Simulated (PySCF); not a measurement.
**`N#C[SiH2]C[SiH](N)N` in a uniform electric field**

Compound: C2H9N3Si2.
Cartesian coordinates in Å at the GFN2-xTB level; atoms count from 1:
```
atom  x, y, z in Å
N1     1.949    2.307   -1.165
C2     1.943    1.235   -0.761
Si3    1.897   -0.518   -0.105
C4     0.208   -1.232   -0.566
Si5   -1.305   -0.225    0.037
N6    -1.407    1.422   -0.453
N7    -1.135   -0.136    1.752
H8     3.007   -1.206   -0.781
H9     2.133   -0.414    1.337
H10    0.143   -2.250   -0.181
H11    0.143   -1.318   -1.651
H12   -2.525   -0.850   -0.499
H13   -0.759    2.075   -0.043
H14   -1.487    1.616   -1.437
H15   -1.064   -0.996    2.269
H16   -1.749    0.499    2.236
```

Level: CAM-B3LYP/def2-SVPD (PySCF); nuclei fixed, core orbitals frozen in the response. Permanent dipole (-0.859, -3.699, 1.342) D (1 au = 2.5417 D). Static polarisability (au):

```
x   97.90 -0.14 -2.09
y   -0.14 95.46 -4.56
z   -2.09 -4.56 83.30
```

Only the terms in μ and α are kept: μ(F) = μ + αF and ΔE = −μ·F − ½ F·αF.

**Question.** A field of 0.002 au (0.103 V/Å) is applied along each axis in both senses. Find the induced dipole, the size of the total dipole and the two energy terms.

**Answer.** 
```json
{"field along": "+x", "induced x (D)": "0.498", "induced y (D)": "-0.001", "induced z (D)": "-0.011", "total size (D)": "3.949", "−μ·F (kJ/mol)": "+1.775", "−½F·αF (kJ/mol)": "-0.514"}
{"field along": "−x", "induced x (D)": "-0.498", "induced y (D)": "0.001", "induced z (D)": "0.011", "total size (D)": "4.165", "−μ·F (kJ/mol)": "-1.775", "−½F·αF (kJ/mol)": "-0.514"}
{"field along": "+y", "induced x (D)": "-0.001", "induced y (D)": "0.485", "induced z (D)": "-0.023", "total size (D)": "3.579", "−μ·F (kJ/mol)": "+7.642", "−½F·αF (kJ/mol)": "-0.501"}
{"field along": "−y", "induced x (D)": "0.001", "induced y (D)": "-0.485", "induced z (D)": "0.023", "total size (D)": "4.484", "−μ·F (kJ/mol)": "-7.642", "−½F·αF (kJ/mol)": "-0.501"}
{"field along": "+z", "induced x (D)": "-0.011", "induced y (D)": "-0.023", "induced z (D)": "0.423", "total size (D)": "4.210", "−μ·F (kJ/mol)": "-2.772", "−½F·αF (kJ/mol)": "-0.437"}
{"field along": "−z", "induced x (D)": "0.011", "induced y (D)": "0.023", "induced z (D)": "-0.423", "total size (D)": "3.883", "−μ·F (kJ/mol)": "+2.772", "−½F·αF (kJ/mol)": "-0.437"}
```

**Question.** For the field (-0.0016, 0.0000, 0.0012) au, what is the induced dipole, and what angle does it make with the field?

**Answer.** αF = (-0.405, -0.013, 0.263) D, at 4.2° to the field. The polarisability along this direction, F·αF/F², is 94.65 au, against a mean of 92.22 au.

**Question.** At what field along the permanent dipole would the induced dipole along it equal the permanent one, in this linear picture?

**Answer.** The polarisability along the dipole is 97.25 au, so F = 1.5846 au / 97.25 au = 0.0163 au = 0.84 V/Å; higher-order terms are ignored.

**Question.** What field makes μF equal to kT at 400 K?

**Answer.** kT = 1.2667 × 10⁻³ Eh, so F = 0.000799 au = 4.11 MV/cm.

**Question.** A unit point charge sits 10 Å away. Estimate the induction energy −αe²/2R⁴ with the mean polarisability, treating the molecule as a point.

**Answer.** R = 18.90 bohr, so the energy is −92.2/(2 × 18.90⁴) Eh = -0.949 kJ/mol. The charge–dipole term at its most favourable orientation, −μe/R², is -11.7 kJ/mol.

Isolated species at its GFN2-xTB geometry (one conformer only).
